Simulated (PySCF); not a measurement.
Compound: C8H13F.
Z-matrix (Å and degrees, GFN2-xTB geometry), rows numbered from 1:
```
F 
C   1  1.3742
C   2  1.5295  1  116.07
C   3  1.5402  2   87.92  1  -139.08
C   4  1.5220  3  119.82  2   141.99
C   5  1.5250  4  112.92  3   -72.80
C   6  1.5244  5  109.88  4   -51.72
C   7  1.5245  6  109.42  5    66.06
C   8  1.5284  7  111.86  6   -60.71
H   2  1.0936  1  106.23  3   127.89
H   3  1.0875  2  117.09  1   100.87
H   3  1.0872  2  110.89  1   -25.78
H   4  1.0933  3  109.23  2   -91.54
H   5  1.0925  4  109.06  3    50.24
H   5  1.0930  4  108.37  3   167.17
H   6  1.0916  5  110.33  4    68.74
H   6  1.0915  5  109.28  4  -173.02
H   7  1.0922  6  109.70  5   -54.95
H   7  1.0915  6  110.14  5  -173.77
H   8  1.0911  7  108.28  6    60.06
H   8  1.0915  7  110.53  6   177.31
H   9  1.0911  2  115.32  1  -105.22
```

Probes without a nucleus sit at each ring's centroid and 1 Å off its mean plane on both sides; NICS is minus the shielding there, NICSzz its component along the normal. Level: GIAO PBE0/pcSseg-1 (PySCF, non-relativistic, gas phase) on the GFN2-xTB geometry, one conformer.

Ring bond lengths (Å), with Mayer bond orders in brackets: C2–C3 1.529 (1.03), C3–C4 1.540 (0.99), C4–C9 1.548 (0.97), C9–C2 1.541 (0.99); C4–C5 1.522 (1.03), C5–C6 1.525 (1.04), C6–C7 1.524 (1.03), C7–C8 1.525 (1.05), C8–C9 1.528 (0.99), C9–C4 1.548 (0.97).

Problem. What do the NICS probes read (ppm)?

Solution. 
```tsv
ring	type	NICS(0)	NICS(1), two faces	NICS(1)zz, two faces	rms pucker (Å)	centre to ring atoms, mean (Å)
C2–C3–C4–C9	4-membered carbocycle; formal bonds all single	-4.7	-2.1 / -3.5	4.0 / -2.9	0.13	1.08
C4–C5–C6–C7–C8–C9	6-membered carbocycle; formal bonds all single	-2.5	-2.6 / -2.1	0.9 / 2.8	0.22	1.48
```

Problem. What do they say, and how far can they be read as aromaticity?

Solution. 
- C2–C3–C4–C9: mean NICS(1)zz 0.6 ppm, near zero. C2, C3, C4, C9 have four or more neighbours, and the NICS criterion for π rings isn't applied. The two faces differ by 6.9 ppm, so no symmetry operation interchanges them.
- C4–C5–C6–C7–C8–C9: mean NICS(1)zz 1.9 ppm, near zero. C4, C5, C6, C7, C8, C9 have four or more neighbours, so the value isn't read as a sign of a π ring current.

Problem. What field does 14.1 T along the ring normal induce along that normal at the first NICS(1) probe listed for ring C4–C5–C6–C7–C8–C9, 1 Å off the ring?

Solution. NICSzz × B0 = 0.9 ppm × 14.1 T = 13 μT, along the applied field.

Problem. How shielded are the nuclei of the rings and their hydrogens (means over atoms taken as equivalent)?

Solution. 
| atoms | environment | σ isotropic (ppm) | principal values of the symmetric part, first atom (ppm) |
| --- | --- | --- | --- |
| C2 | sp3 C–F carbon | 100.3 | 65.0, 78.6, 157.3 |
| C3 | four-membered-ring carbon | 152.9 | 130.3, 148.4, 180.1 |
| C4 | sp3 carbon at a ring junction | 163.7 | 149.0, 168.3, 173.8 |
| C5 | ring CH2 carbon | 157.9 | 153.8, 158.1, 161.8 |
| C6 | ring CH2 carbon | 162.3 | 150.8, 164.9, 171.3 |
| C7 | ring CH2 carbon | 161.0 | 153.0, 162.9, 167.2 |
| C8 | ring CH2 carbon | 163.4 | 153.0, 163.8, 173.5 |
| C9 | sp3 carbon at a ring junction | 146.1 | 136.0, 139.2, 163.1 |
| H10 | methine hydrogen | 26.71 | 22.4, 27.5, 30.2 |
| H11 | methylene hydrogen | 29.46 | 25.6, 26.6, 36.2 |
| H12 | methylene hydrogen | 29.55 | 26.9, 28.8, 33.0 |
| H13 | methine hydrogen | 29.96 | 24.9, 28.8, 36.1 |
| H14 | methylene hydrogen | 30.19 | 25.5, 28.2, 36.9 |
| H15 | methylene hydrogen | 30.29 | 25.2, 28.5, 37.2 |

The list is cut; further classes of hydrogen are left out.

On one thread, Arm Neoverse N1 (aarch64) (shared host), this took 85 s (grids of density and orbitals included) and 1.1 GiB of memory at its peak. This is the whole shielding run at PBE0/pcSseg-1, SCF included.
